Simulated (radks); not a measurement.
Ionisation of the samarium ion Sm+, [Xe] 4f6 6s1, to [Xe] 4f6 as the strength of local exchange is varied. Calculated with a radial shooting solver on a logarithmic mesh with Libxc functionals: Dirac Kohn-Sham, Slater X-alpha exchange (alpha = 2/3 is LDA exchange), no correlation, spin-unpolarised, spherical densities, finite nucleus; open shells fill j = l - 1/2 first; Fermi nuclear charge, rms radius 5.0819 fm.

| alpha | E(Sm+) (hartree) | exchange (hartree) | IE (eV) | -e of the level emptied (eV) | <r> of it (bohr) |
|---|---|---|---|---|---|
| 0.564 | -10386.1058 | -187.8153 | 9.960 | 7.327 (6s1/2) | 4.039 |
| 0.667 | -10420.4654 | -222.8907 | 10.426 | 7.798 (6s1/2) | 3.950 |
| 0.697 | -10430.4955 | -233.1504 | 10.566 | 7.941 (6s1/2) | 3.924 |
| 0.856 | -10483.8230 | -287.8530 | 11.343 | 8.737 (6s1/2) | 3.790 |
| 0.896 | -10497.2829 | -301.7009 | 11.546 | 8.946 (6s1/2) | 3.757 |

NIST Atomic Spectra Database: 11.08 eV (semi-empirical). The Delta-SCF value meets it near alpha = 0.80. Spin polarisation and multiplet splitting are left out, so open shells lie too high by an amount that depends on their filling.

Beside tabulated values, note that spin-unpolarised runs miss the spin-polarisation part of the exchange energy of open shells.
